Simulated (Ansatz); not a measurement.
Consider the cleavage of the Ga–Si bond: `[CH3][GaH][SiH3]` + H–F → `[CH3][GaH][F]` + SiH₄.

Computed with Ansatz on PBE0-D4/def2-TZVP structures; ΔE is electronic, products minus reactants. CBS: MP2 limit from def2 TZ/QZ plus the TZ coupled-cluster correction, frozen cores. This one scheme is used for every species. Functionals use def2-TZVPP. B3LYP here is the variant with VWN-RPA as its local correlation; programs differ in this. HSE06 is defined as in plane-wave codes. For Ga outer-core shells are correlated without core-valence functions, which leaves a few kJ/mol of doubt a bond. Scalar relativity is left out up to krypton.

`[CH3][GaH][SiH3]`:

Z-matrix (Å, degrees):
```
C
Ga 1 1.971
H 1 1.094 2 109.2
H 1 1.090 2 113.1 3 120.9
H 1 1.093 2 110.1 3 -116.9
Si 2 2.419 1 120.8 3 -114.8
H 2 1.578 1 118.1 3 64.8
H 6 1.492 2 110.2 1 -59.4
H 6 1.492 2 110.2 1 58.1
H 6 1.489 2 114.2 1 179.3
```

H–F:

Z-matrix (Å, degrees):
```
F
H 1 0.920
```

`[CH3][GaH][F]`:

```xyz
7

C     0.886   -0.261    0.117
Ga   -0.935    0.413   -0.056
F    -1.983   -0.593   -1.062
H     0.947   -0.924    0.985
H     1.157   -0.838   -0.768
H     1.604    0.548    0.261
H    -1.678    1.656    0.522
```

SiH₄:

Cartesian coordinates in Å:
```
Si 0.000 0.000 0.000
H 0.747 -0.935 0.878
H 0.667 1.326 0.008
H -1.391 0.143 0.499
H -0.024 -0.533 -1.385
```

Question: Is it downhill or uphill in electronic energy at CCSD(T)/CBS, and by how much? (Estimate.)

Answer: Computed: Downhill: ΔE = -0.91 eV.

Question: What do these levels give: B97M-V, CAM-B3LYP-D4, PBE-QIDH, B3LYP, HSE06, CCSD(T)/def2-SVP? (Best estimate.)

Answer: Computed: B97M-V -1.02, CAM-B3LYP-D4 -1.08, PBE-QIDH -0.93, B3LYP -1.07, HSE06 -0.86, CCSD(T)/def2-SVP -1.17 eV.

Largest T1 diagnostic among the species: 0.013.

At CCSD(T), def2-SVP lies −0.26 eV from the extrapolated value and def2-TZVPP −0.05 eV. From r2SCAN to r2SCAN0 (25 % exact exchange), in def2-TZVPP and without D4, ΔE moves by +0.04 eV. Leaving LDA and LC-ωPBE aside and taking each functional with its dispersion term where it has one, the values, not all of them listed here, spread over 0.26 eV, from CAM-B3LYP-D4 to HSE06-D4. LDA lies +0.05 eV from PBE without D4.
